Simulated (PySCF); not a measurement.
# A small calculation by hand: chemical shift, span and skew from a shielding tensor

C₃H₆BrF, SMILES C[C@H](F)CBr. Atoms are numbered in the order given.

```xyz
11

C     -2.1700    -0.1147    -0.2319
C     -1.0220    -1.0498     0.0850
F     -1.4742    -2.0400     0.9575
C      0.1614    -0.3977     0.7882
Br     1.1078     0.8550    -0.3847
H     -1.8496     0.6668    -0.9354
H     -2.9998    -0.6784    -0.6825
H     -2.5338     0.3668     0.6895
H     -0.6666    -1.5551    -0.8299
H     -0.1631     0.1695     1.6703
H      0.8901    -1.1601     1.0884
```
Charge 0, spin multiplicity 1.

The structure is a stationary point at B3LYP-D3(BJ)/def2-SVP. One conformer was computed; it need not be the lowest.

GIAO shieldings from KT2/pcSseg-1 (PySCF), non-relativistic, no solvent. The symmetric part of the tensor of F3 has the principal values 307.2, 334.4, 370.9 ppm. The same nucleus in CFCl3 has σ = 127.1 ppm at this level (PySCF, at its B3LYP-D3(BJ)/def2-TZVP geometry). Without spin–orbit terms, shifts of atoms bonded to Cl or Br come out too high.

Work out the isotropic shielding, the ¹⁹F shift against CFCl3, the span and the skew.


σ(iso) = (σ11 + σ22 + σ33)/3 = 337.5 ppm. δ = σ(ref) − σ(iso) = 127.1 − (337.5) = -210.4 ppm.
Span Ω = σ33 − σ11 = 63.7 ppm. Skew κ = 3(σ(iso) − σ22)/Ω = 0.15. Tumbling in solution averages the tensor to δ; in a static solid the shielding alone would spread this spin-1/2 line over Ω.
